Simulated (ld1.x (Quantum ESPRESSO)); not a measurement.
rhenium: one change to a TM semilocal potential, before and after

```json
{
 "Element": "rhenium",
 "Generator": "ld1.x (Quantum ESPRESSO) 7.5",
 "Type": "norm-conserving Troullier–Martins (semilocal form)",
 "Functional": "PBEsol",
 "Relativity": "scalar-relativistic",
 "Frozen core": "[Kr] 4d10 4f14 5s2",
 "Valence charge": "13",
 "Reference configuration": "5p6 5d5 6s2 6p0",
 "Partial waves": "6s (bound): rc 2.80 bohr; 5p (bound): rc 1.20 bohr; 5d (bound): rc 1.55 bohr",
 "Local potential": "the d channel",
 "Core correction": "none"
}
```

All-electron outer shells of the reference configuration (PBEsol, scalar-relativistic, ld1.x):

| shell | level (eV) | outermost node (bohr) | outermost maximum (bohr) |
| --- | --- | --- | --- |
| 5s | -85.29 | 0.52 | 0.93 |
| 5p | -47.03 | 0.56 | 1.06 |
| 4f | -42.34 | – | 0.41 |
| 6s | -5.98 | 1.24 | 2.57 |
| 5d | -5.40 | 0.62 | 1.43 |
| 6p | -1.29 | 1.48 | 3.61 |

Change: wave 5p (bound): rc 1.20 bohr becomes 5p (bound): rc 0.86 bohr.

Cutoffs: the cutoffs (Ry, on a coarse ladder) from which the occupation-weighted sum of valence levels, in a spherical-Bessel basis at the reference potential, stays within 10 and 1 mRy of its value at 400 Ry; they do not see the model core or the augmentation charge, which bear on the density cutoff. Errors are all-electron minus pseudo energies relative to the spin-unpolarised reference configuration.

Q: What does the change do?

A: Of the 7 tests that both files solve, the error grows in 2 and shrinks in 0 by more than 15 % and 0.3 meV (median size 26.5 → 42.9 meV); the range in which the p phases agree narrows (upper end 4.5 → -0.0); neither file shows a bound ghost. A semilocal file is local in each channel, so a ghost entry of none says nothing of the separable form that plane-wave codes build from it.

| quantity | base | changed |
| --- | --- | --- |
| cutoff, loose | 110 Ry | over 300 Ry |
| cutoff, tight | 160 Ry | over 300 Ry |
| loose cutoff by channel (10 mRy a level) | s 6 Ry, p 60 Ry, d 30 Ry | s 6 Ry, p 160 Ry, d 30 Ry |
| bound ghosts | none | none |
| error for 5p6 5d5 6s1 6p0, meV [ΔE 9.29 eV] | -8.6 | -8.5 |
| error for 5p6 5d5 6s0 6p0, meV [ΔE 25.64 eV] | -37 | -37 |
| error for 5p6 5d4 6s0 6p0, meV [ΔE 52.79 eV] | +0.1 | 0.0 |
| error for 5p6 5d3 6s0 6p0, meV [ΔE 92.18 eV] | +41 | +43 |
| error for 5p6 5d5 6s1 6p1, meV [ΔE 4.84 eV] | +9.6 | +57 |
| error for 5p5 5d5 6s2 6p0, meV [ΔE 52.95 eV] | -103 | -104 |
| error for 5p6 5d4 6s2 6p1, meV [ΔE 5.10 eV] | +27 | +91 |
| s: phases at 3.05 bohr within 0.05 rad from the reference energy up to (Ry; the scan ends near 5) | 1.9 | 1.9 |
| p: phases at 3.05 bohr within 0.05 rad from the reference energy up to (Ry; the scan ends near 5) | 4.5 | -0.0 |
| d: phases at 3.05 bohr within 0.05 rad from the reference energy up to (Ry; the scan ends near 5) | to the end of the scan | to the end of the scan |
